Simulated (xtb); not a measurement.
CH₃AlF₂, charge -1, doublet, geometry from GFN2-xTB (such geometries of metal compounds can be far from the true shape) (a state made from the parent by changing its charge; the spin is typed, not shown lowest). Base run: GFN2-xTB (xtb).

xtb was given this input:
```
$ xtb mol.xyz --gfn 2 --chrg -1 --uhf 1 --json

# file mol.xyz
7

Al    -0.09872105     0.19641926    -0.09578282
C     -1.57962885    -1.37604475    -0.01850943
H     -1.23342710    -2.24873298    -0.58545741
H     -2.57917316    -1.13168583    -0.40383831
H     -1.71963316    -1.71213550     1.01604952
F      0.54738745     1.82327043    -0.44471816
F      1.26298812    -0.62378461     0.59243810
```

Variants of this job, named by their change:

```csv
change,ΔE vs base (kcal/mol),G_solv (kcal/mol),SCF cycles
base,0.000,-,12
alpb = toluene,-49.88,-50.21,12
gbsa = thf,-53.36,-54.06,12
etemp = 10000,-14.23,-,13
acc = 0.1,0.000,-,14
alpb = dmso,-55.40,-55.81,12
alpb = cs2,-41.29,-41.54,12
```

ALPB and GBSA are two models with their own fitted parameters for each solvent, which aren't always the measured dielectric constant.
